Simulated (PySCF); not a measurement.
B(H)3 cation (BH3), SMILES B (connectivity only; charge and spin as stated), charge +1, multiplicity 2. Atoms are numbered in the order given.

```xyz
4

B      0.0000     0.0000    -0.1173
H      0.0000    -0.7164     0.9381
H      0.0000     0.7164     0.9381
H      0.0000     0.0000    -1.2899
```
Charge +1, spin multiplicity 2.

The structure is a stationary point at r2SCAN-D4/def2-TZVPD. The spin state was assumed, not searched. The isomer is the one that the SMILES or the coordinates give; other isomers of the formula were not compared.

Method: B3LYP/pcH-1 (PySCF).

Unrestricted Kohn–Sham, ⟨S²⟩ = 0.753. Hyperfine tensors hold the contact and dipolar terms, without spin-orbit corrections.

**Question.** Estimate the hyperfine couplings. (An estimate is asked for; the answer gives what the named calculation found.)

**Answer.** 
| nucleus | A(iso) (MHz) | A(iso) (G) | dipolar principal values (MHz) |
|---|---|---|---|
| 11B no. 1 | -25.2 | -9.0 | -40.4, -35.1, 75.5 |
| 1H no. 2 | 646.4 | 230.7 | -19.9, -19.0, 38.9 |
| 1H no. 3 | 646.4 | 230.7 | -19.9, -19.0, 38.9 |
| 1H no. 4 | -50.9 | -18.2 | -15.8, -3.4, 19.2 |

**Question.** And the g tensor (effective nuclear charges for spin-orbit coupling, GIAO)? (An estimate is asked for; the answer gives what the named calculation found.)

**Answer.** principal values 2.0017, 2.0023, 2.0027; isotropic 2.0022.
